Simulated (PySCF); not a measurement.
Structure with atom numbers: `[CH2:1]=[C:2]1[CH2:3][CH2:4][CH2:5][C@@H:6]([B:7]([CH3:8])[CH3:9])[CH2:10]1`. Hydrogens are named by the atom that carries them. Ha(C3), Ha(C4), Ha(C5), Ha(C10) are cis to B7 on the ring; Ha(C1) is cis to C3; Hb(C3), Hb(C4), Hb(C5), Hb(C10) are trans to B7 on the ring; Hb(C1) is trans to C3.

- PBE0/pcSseg-1 with gauge-including orbitals
- PBE0-D3(BJ)/def2-SVP geometry
- code: PySCF
- one averaged value for each set of equivalent atoms, relativity neglected, no solvent model, one computed conformer

Scale: 13C (σ = 184.41 ppm) and 1H (σ = 31.27 ppm) vs TMS; BF3·OEt2 for 11B (σ = 100.73 ppm) (reference shieldings calculated alike).

| atoms | nucleus | count | Hirshfeld charge | δ (ppm) |
| --- | --- | --- | --- | --- |
| Ha(C1) | 1H | 1 | 0.04 | 4.95 |
| C4 | 13C | 1 | -0.07 | 31.6 |
| Hb(C5) | 1H | 1 | 0.04 | ? |
| Ha(C4) | 1H | 1 | 0.04 | ? |
| Ha(C3) | 1H | 1 | 0.04 | 1.94 |
| Hb(C1) | 1H | 1 | 0.04 | 4.97 |
| C10 | 13C | 1 | -0.06 | 36.7 |
| Ha(C10) | 1H | 1 | 0.04 | 1.34 |
| H(C6) | 1H | 1 | 0.03 | ? |
| C6 | 13C | 1 | -0.09 | ? |
| C3 | 13C | 1 | -0.07 | 38.6 |
| C5 | 13C | 1 | -0.07 | 30.2 |
| H(C8)/H(C9) | 1H | 6 | 0.04 | 0.88 |
| C1 | 13C | 1 | -0.12 | 114.0 |
| Hb(C4) | 1H | 1 | 0.03 | 1.25 |
| C2 | 13C | 1 | 0.01 | ? |
| B7 | 11B | 1 | 0.21 | 87.4 |
| Hb(C10) | 1H | 1 | 0.04 | 1.93 |
| Ha(C5) | 1H | 1 | 0.03 | 1.32 |
| C8/C9 | 13C | 2 | -0.19 | ? |
| Hb(C3) | 1H | 1 | 0.04 | ? |

Fill in the missing shifts.

## Answers


- C2: 158.6 ppm, fully substituted alkene carbon; as expected for a trigonal carbon in a double bond
- C6: 42.1 ppm, sp3 CH bonded to B
- C8/C9: 14.1 ppm, methyl carbon bonded to B
- Hb(C3): 2.17 ppm, hydrogen on an allylic sp3 CH2; allylic position
- Ha(C4): 1.69 ppm, hydrogen on an sp3 CH2 in a ring
- Hb(C5): 1.43 ppm, hydrogen on an sp3 CH2 in a ring
- H(C6): 1.21 ppm, hydrogen on an sp3 CH bonded to B

A carbon bonded to boron is broadened by the quadrupolar boron nucleus and is often missing from a measured spectrum. Shifts are as computed. Against solution values, carbons near 30 ppm lie about +2 ppm off and those near 130 ppm about +5 ppm. Of 1211 compounds with measured shifts, 218 miss one by over three times the rms of a fit or turn the order of signals round; such compounds aren't used in these exercises.
